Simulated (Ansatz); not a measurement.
Ansatz (a quantum-chemistry and plane-wave program) input file for CrO₂Cl₂, SMILES [O]=[Cr](=[O])([Cl])[Cl], multiplicity 1, PBE-D3(BJ)/def2-SVP. 

Ansatz 0.2 input:
```yaml
crystal:
  periodic: [false, false, false]
  atoms:
    - {symbol: Cr, position_ang: [-0.00000001, 0.00000000, 0.38492868]}
    - {symbol: O, position_ang: [-0.00000001, -1.32678790, 1.18820350]}
    - {symbol: O, position_ang: [-0.00000001, 1.32678791, 1.18820348]}
    - {symbol: Cl, position_ang: [-1.63033223, -0.00000001, -0.83086896]}
    - {symbol: Cl, position_ang: [1.63033225, -0.00000000, -0.83086894]}
basis:
  gaussian:
    orbitals: def2-SVP
hamiltonian:
  xc: pbe
  dispersion: d3bj
relax: {f_tol: 0.002, max_steps: 200}
```

Program output:

```
WARN ansatz: RAYON_NUM_THREADS=2 ignored (pool sized by the plan → 2); use --threads N
Functional definition: PBE
integrals: 0.05 GiB planned
1073 factors; their error is unknown
mean field: 0.26 GiB planned
mean field evaluation 1: about -57513.1436 eV, gradient 8.8e1 eV
mean field evaluation 2: about -57221.9929 eV, gradient 3.3e2 eV
mean field evaluation 4: about -57502.3768 eV, gradient 1.3e2 eV
mean field evaluation 8: about -57529.5698 eV, gradient 2.9e-3 eV
mean field -57529.52817261 eV, -2114.1711654288 hartree, gradient 1.4e-5 eV, S^2 0.000000; 0 other end points of the search recorded, 0 dependent functions left out
the calculation of the forces begins
reference -57529.52826427 eV, -2114.1711687971 hartree; 37, 37 occupied and 58, 58 virtual orbitals, 1073 factors
relax step   1: F+E_penalty+E_count = -57529.69838442 eV  Δ(F+E_penalty+E_count) = +0.000e0 eV  max|allowed force component| = 1.629e0 eV/Å  Δτ_max = 0.0000 Å  (55 SCF iters, accepted)
these checks for a lower state are left out or cut short: starts, cluster_reference, orbital_swaps, neighbouring_geometries, increment
integrals: 0.05 GiB planned
1073 factors; their error is unknown
mean field: 0.26 GiB planned
mean field evaluation 16: about -57529.8184 eV, gradient 3.0e-1 eV
mean field -57529.77827332 eV, -2114.1803564601 hartree, gradient 2.1e-5 eV, S^2 0.000000; 0 other end points of the search recorded, 0 dependent functions left out
the calculation of the forces begins
reference -57529.77836578 eV, -2114.1803598581 hartree; 37, 37 occupied and 58, 58 virtual orbitals, 1073 factors
relax step   2: F+E_penalty+E_count = -57529.94301256 eV  Δ(F+E_penalty+E_count) = -2.446e-1 eV  max|allowed force component| = 9.837e-1 eV/Å  Δτ_max = 0.1350 Å  (40 SCF iters, accepted)
these checks for a lower state are left out or cut short: starts, cluster_reference, orbital_swaps, neighbouring_geometries, increment
integrals: 0.05 GiB planned
1073 factors; their error is unknown
mean field: 0.26 GiB planned
mean field -57529.80958269 eV, -2114.1815070585 hartree, gradient 1.2e-5 eV, S^2 0.000000; 0 other end points of the search recorded, 0 dependent functions left out
the calculation of the forces begins
reference -57529.80967522 eV, -2114.1815104588 hartree; 37, 37 occupied and 58, 58 virtual orbitals, 1073 factors
relax step   3: F+E_penalty+E_count = -57529.97427625 eV  Δ(F+E_penalty+E_count) = -3.126e-2 eV  max|allowed force component| = 4.588e-1 eV/Å  Δτ_max = 0.0276 Å  (33 SCF iters, accepted)
these checks for a lower state are left out or cut short: starts, cluster_reference, orbital_swaps, neighbouring_geometries, increment
integrals: 0.05 GiB planned
1073 factors; their error is unknown
mean field: 0.26 GiB planned
mean field evaluation 32: about -57529.8298 eV, gradient 2.7e0 eV
mean field -57529.82107210 eV, -2114.1819292864 hartree, gradient 5.1e-6 eV, S^2 0.000000; 0 other end points of the search recorded, 0 dependent functions left out
the calculation of the forces begins
reference -57529.82116460 eV, -2114.1819326857 hartree; 37, 37 occupied and 58, 58 virtual orbitals, 1073 factors
relax step   4: F+E_penalty+E_count = -57529.98583221 eV  Δ(F+E_penalty+E_count) = -1.156e-2 eV  max|allowed force component| = 8.971e-2 eV/Å  Δτ_max = 0.0277 Å  (33 SCF iters, accepted)
these checks for a lower state are left out or cut short: starts, cluster_reference, orbital_swaps, neighbouring_geometries, increment
integrals: 0.05 GiB planned
1073 factors; their error is unknown
mean field: 0.26 GiB planned
mean field -57529.82113282 eV, -2114.1819315180 hartree, gradient 2.0e-5 eV, S^2 0.000000; 0 other end points of the search recorded, 0 dependent functions left out
the calculation of the forces begins
reference -57529.82122532 eV, -2114.1819349173 hartree; 37, 37 occupied and 58, 58 virtual orbitals, 1073 factors
relax step   5: F+E_penalty+E_count = -57529.98598235 eV  Δ(F+E_penalty+E_count) = -1.501e-4 eV  max|allowed force component| = 1.406e-2 eV/Å  Δτ_max = 0.0031 Å  (33 SCF iters, accepted)
these checks for a lower state are left out or cut short: starts, cluster_reference, orbital_swaps, neighbouring_geometries, increment
integrals: 0.05 GiB planned
1073 factors; their error is unknown
mean field: 0.26 GiB planned
mean field -57529.82112399 eV, -2114.1819311935 hartree, gradient 3.9e-5 eV, S^2 0.000000; 0 other end points of the search recorded, 0 dependent functions left out
the calculation of the forces begins
reference -57529.82121649 eV, -2114.1819345926 hartree; 37, 37 occupied and 58, 58 virtual orbitals, 1073 factors
relax step   6: F+E_penalty+E_count = -57529.98598944 eV  Δ(F+E_penalty+E_count) = -7.094e-6 eV  max|allowed force component| = 4.170e-4 eV/Å  Δτ_max = 0.0005 Å  (21 SCF iters, accepted)
integrals: 0.05 GiB planned
1073 factors; their error is unknown
mean field: 0.26 GiB planned
mean field -57529.82112399 eV, -2114.1819311935 hartree, gradient 3.9e-5 eV, S^2 0.000000; 1 other end points of the search recorded, 0 dependent functions left out
the calculation of the forces begins
reference -57529.82121649 eV, -2114.1819345926 hartree; 37, 37 occupied and 58, 58 virtual orbitals, 1073 factors
Total energy: -57529.98608193 eV, -2114.1879932860 hartree
Atom 0 at    -0.000000    -0.000000     0.338876 Å, force    -0.000000     0.000000    -0.000383 eV/Å
Atom 1 at    -0.000000    -1.266198     1.244354 Å, force    -0.000000    -0.000417     0.000229 eV/Å
Atom 2 at    -0.000000     1.266198     1.244354 Å, force     0.000000     0.000417     0.000229 eV/Å
Atom 3 at    -1.757337    -0.000000    -0.863993 Å, force    -0.000135     0.000000    -0.000037 eV/Å
Atom 4 at     1.757337     0.000000    -0.863993 Å, force     0.000135     0.000000    -0.000037 eV/Å
Dipole moment:     0.000000     0.000000    -0.152673 e Å
```

The run converged.
